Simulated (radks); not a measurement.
The zinc ion Zn+, [Ar] 3d10 4s1. Method: non-relativistic Kohn-Sham, r2SCAN, spin-polarised, spherical densities, point nucleus; meta-GGA in the generalised Kohn-Sham scheme; computed with a radial shooting solver on a logarithmic mesh with Libxc functionals. Every spin shell is full or empty, so the densities are truly spherical. Functionals are evaluated on that one density, not self-consistently. Rank these orbital-free kinetic functionals by their error against the exact value of the orbitals, and give that value: Thomas-Fermi, von Weizsacker, LC94, revAPBEK, Pearson, LKT, PG1, DePristo-Kress, Ernzerhof.

Answer. Exact: 1777.86 hartree. From best to worst, with 100 (|E| - |E exact|)/|E exact| (equal figures are ties): LC94 -0.08, DePristo-Kress -0.17, revAPBEK +0.25, Ernzerhof -0.46, Pearson -1.27, Thomas-Fermi -6.33, PG1 +18.54, LKT +23.40, von Weizsacker -50.61.
